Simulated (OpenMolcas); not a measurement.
## OpenMolcas run: Ru3+

Ru3+ among 5 point charges of -1.3 e arranged as a trigonal bipyramid (D3h), 1.83 Å from the ion, with the axial distance 2.050 Å.

Input:

```
&GATEWAY
Coord
1

Ru 0.0 0.0 0.0
Basis=ANO-RCC-VDZP
Group=NoSym
NoMove
AngMom=0.0 0.0 0.0
AMFI
XField
5 Angstrom 0
1.830000 0.000000 0.000000 -1.300000
-0.915000 1.584826 0.000000 -1.300000
-0.915000 -1.584826 0.000000 -1.300000
0.000000 0.000000 2.049600 -1.300000
0.000000 0.000000 -2.049600 -1.300000
&SEWARD
* reference wave functions (RASSCF and RASSI steps not shown): 5 electrons in 5 orbitals (4d)
>>> COPY JOB001 $Project.JobIph
&CASPT2
Multistate=1 1
Frozen=14
IPEA=0.25
Imaginary=0.1
MaxIter=60
WThr=0.0 0.3 0.05
PrWF=0.5
NoMix
>>> COPY JOB002 $Project.JobIph
&CASPT2
Multistate=24 1 2 3 4 5 6 7 8 9 10 11 12 13 14 15 16 17 18 19 20 21 22
23 24
NoMult
Frozen=14
IPEA=0.25
Imaginary=0.1
MaxIter=60
WThr=0.0 0.3 0.05
PrWF=0.5
NoMix
>>> COPY JOB003 $Project.JobIph
&CASPT2
Multistate=75 1 2 3 4 5 6 7 8 9 10 11 12 13 14 15 16 17 18 19 20 21 22
23 24 25 26 27 28 29 30 31 32 33 34 35 36 37 38 39 40 41 42 43 44 45 46
47 48 49 50 51 52 53 54 55 56 57 58 59 60 61 62 63 64 65 66 67 68 69 70
71 72 73 74 75
NoMult
Frozen=14
IPEA=0.25
Imaginary=0.1
MaxIter=60
WThr=0.0 0.3 0.05
PrWF=0.5
NoMix
```

Launched by
```bash
OMP_NUM_THREADS=1 MOLCAS_MEM=1689 MOLCAS_PROJECT=a pymolcas a.inp > a.log  # once for each step of the input, in one work folder
```

Output, cut to the results:

```
--- CASPT2 ---
Orbital specifications:
      -----------------------

      Symmetry species                           1
                                                 a
      Frozen orbitals                           14
      Inactive orbitals                          4
      Active orbitals                            5
      Secondary orbitals                        20
      Deleted orbitals                           0
      Number of basis functions                 43
Type of calculation                        SS-CASPT2
      Fock operator                              state-specific
      IPEA shift                                 0.25
      Real shift                                 0.00
      Imaginary shift                            0.10
      The input orbitals will be transformed to quasi-canonical
Reference energy:       -4530.9907758741
      E2 (Non-variational):      -0.2478413158
      Shift correction:          -0.0001285654
      E2 (Variational):          -0.2479698812
      Total energy:           -4531.2387457553
      Residual norm:              0.0000004689
      Reference weight:           0.94869
      Contributions to the CASPT2 correlation energy
      Active & Virtual Only:         -0.0546604415
      One Inactive Excited:          -0.1239047150
      Two Inactive Excited:          -0.0692761593
::    CASPT2 Root  1     Total energy:  -4531.23874576
--- CASPT2 ---
Orbital specifications:
      -----------------------

      Symmetry species                           1
                                                 a
      Frozen orbitals                           14
      Inactive orbitals                          4
      Active orbitals                            5
      Secondary orbitals                        20
      Deleted orbitals                           0
      Number of basis functions                 43
Type of calculation                        SS-CASPT2
      Fock operator                              state-specific
      IPEA shift                                 0.25
      Real shift                                 0.00
      Imaginary shift                            0.10
      The input orbitals will be transformed to quasi-canonical
Reference energy:       -4530.8852329134
      E2 (Non-variational):      -0.2569115889
      Shift correction:          -0.0001486106
      E2 (Variational):          -0.2570601995
      Total energy:           -4531.1422931129
      Residual norm:              0.0000003412
      Reference weight:           0.94637
      Contributions to the CASPT2 correlation energy
      Active & Virtual Only:         -0.0595225860
      One Inactive Excited:          -0.1249880532
      Two Inactive Excited:          -0.0724009497
Reference energy:       -4530.8852329128
      E2 (Non-variational):      -0.2569125857
      Shift correction:          -0.0001484753
      E2 (Variational):          -0.2570610611
      Total energy:           -4531.1422939739
      Residual norm:              0.0000003418
      Reference weight:           0.94637
      Contributions to the CASPT2 correlation energy
      Active & Virtual Only:         -0.0595225619
      One Inactive Excited:          -0.1249890444
      Two Inactive Excited:          -0.0724009794
::    CASPT2 Root  1     Total energy:  -4531.14229311
::    CASPT2 Root  2     Total energy:  -4531.14229397
::    CASPT2 Root  3     Total energy:  -4531.12917969
::    CASPT2 Root  4     Total energy:  -4531.12892927
::    CASPT2 Root  5     Total energy:  -4531.12796123
::    CASPT2 Root  6     Total energy:  -4531.12801458
::    CASPT2 Root  7     Total energy:  -4531.12667269
::    CASPT2 Root  8     Total energy:  -4531.12688752
::    CASPT2 Root  9     Total energy:  -4531.12520318
::    CASPT2 Root 10     Total energy:  -4531.11354412
::    CASPT2 Root 11     Total energy:  -4531.10975667
::    CASPT2 Root 12     Total energy:  -4531.10975042
::    CASPT2 Root 13     Total energy:  -4531.10780811
::    CASPT2 Root 14     Total energy:  -4531.10782437
::    CASPT2 Root 15     Total energy:  -4531.10343973
::    CASPT2 Root 16     Total energy:  -4531.09092938
::    CASPT2 Root 17     Total energy:  -4531.09092866
::    CASPT2 Root 18     Total energy:  -4531.05760642
::    CASPT2 Root 19     Total energy:  -4531.05452006
::    CASPT2 Root 20     Total energy:  -4531.05429256
::    CASPT2 Root 21     Total energy:  -4531.04780558
::    CASPT2 Root 22     Total energy:  -4531.04795756
::    CASPT2 Root 23     Total energy:  -4531.04570651
::    CASPT2 Root 24     Total energy:  -4531.04570374
--- CASPT2 ---
Orbital specifications:
      -----------------------

      Symmetry species                           1
                                                 a
      Frozen orbitals                           14
      Inactive orbitals                          4
      Active orbitals                            5
      Secondary orbitals                        20
      Deleted orbitals                           0
      Number of basis functions                 43
Type of calculation                        SS-CASPT2
      Fock operator                              state-specific
      IPEA shift                                 0.25
      Real shift                                 0.00
      Imaginary shift                            0.10
      The input orbitals will be transformed to quasi-canonical
Reference energy:       -4530.8345739741
      E2 (Non-variational):      -0.2576545512
      Shift correction:          -0.0001442210
      E2 (Variational):          -0.2577987722
      Total energy:           -4531.0923727463
      Residual norm:              0.0000000602
      Reference weight:           0.94653
      Contributions to the CASPT2 correlation energy
      Active & Virtual Only:         -0.0577872852
      One Inactive Excited:          -0.1297535157
      Two Inactive Excited:          -0.0701137503
Reference energy:       -4530.8345739643
...
```

Spin-orbit levels above the lowest (labels of D3, the rotations of D3h), with the averaged single-state CASPT2 energies on the diagonal:

| E (cm-1) | Degeneracy | Label | 2S+1 | g |
| --- | --- | --- | --- | --- |
| 0 | 2 | E1/2 | 6 | 0.00 0.00 9.99 |
| 2 | 2 | E3/2 | 6 | 0.00 0.00 5.99 |
| 4 | 2 | E1/2 | 6 | 2.00 5.99 5.99 |
| 20840 | 2 | E3/2 | 4 | 0.00 0.00 3.94 |
| 20890 | 2 | E1/2 | 4 | 0.00 0.00 7.94 |
| 21120 | 2 | E1/2 | 4 | 0.20 1.52 1.52 |
| 21390 | 2 | E1/2 | 4 | 1.48 1.48 3.77 |
| 23630 | 2 | E3/2 | 4 | 0.00 0.00 0.28 |
| 23870 | 2 | E1/2 | 4 | 0.38 0.38 4.38 |
| 24040 | 2 | E1/2 | 4 | 0.46 0.46 8.78 |
| 24220 | 2 | E1/2 | 4 | 4.34 4.46 4.46 |
| 24240 | 2 | E3/2 | 4 | 0.00 0.00 11.37 |
| 24280 | 2 | E1/2 | 4 | 0.68 4.36 4.36 |
| 24400 | 2 | E3/2 | 4 | 0.00 0.00 1.58 |
| 24420 | 2 | E1/2 | 4 | 0.26 0.26 2.38 |
| 24440 | 2 | E1/2 | 4 | 0.50 0.50 3.71 |
| 24570 | 2 | E1/2 | 4 | 0.02 0.02 13.31 |
| 24630 | 2 | E1/2 | 4 | 0.47 0.47 6.20 |
| 24740 | 2 | E3/2 | 4 | 0.00 0.00 10.16 |
| 24860 | 2 | E1/2 | 4 | 1.85 3.63 3.63 |

Roots that are degenerate in the reference are averaged as groups; the widest CASPT2 spread within a group is 55 cm-1 (the 2-fold group of multiplicity 2 near 57500 cm-1 above the lowest state of its run). Shifts and gaps below about the spread of the groups concerned are not significant. Point charges give a weaker field than real ligands, and real ions of this kind are as a rule low spin; the high spin found here belongs to the model. Free-ion shares, where given, are those of the reference states; single-state CASPT2 does not remix them. Point charges carry no covalency, so the field is a model and not that of real ligands. No measured value stands beside these numbers.

The CASPT2 steps took 8.5 s on 1 thread of Arm Neoverse V2, on a shared host; the integral step is not counted.
